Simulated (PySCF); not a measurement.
**How methods differ on the electron affinity of K**

K⁻ [Ar] 4s2 (1S) → K [Ar] 4s1 (2S), as a difference of total energies. Calculation: PySCF 2.14, in dyall-av3z (25s18p5d2f, 118 functions); the non-relativistic Hamiltonian (point nucleus). Correlated levels: valence: [Ar] frozen; virtual orbitals above 40 to 60 times the deepest correlated orbital energy dropped. The calculations carry no spin-orbit coupling.

```tsv
method	electron affinity (eV)
UHF	-0.080
MP2 (valence)	0.282
SCS-MP2 (valence)	0.355
CCSD (valence)	0.494
```

These non-relativistic numbers lack the scalar-relativistic shift.

Errors of the correlated levels include the incompleteness of this basis and the frozen core.

A negative affinity means that the anion lies above the atom at that level of theory.

With two correlated electrons CCSD is exact in that space.

The coupled-cluster amplitudes are large for K⁻ (T1 above 0.03 or a double amplitude above 0.15), so a single reference is strained.

For comparison: 0.501 eV (measured; photodetachment measurements, as compiled on the Wikipedia data page of electron affinities).
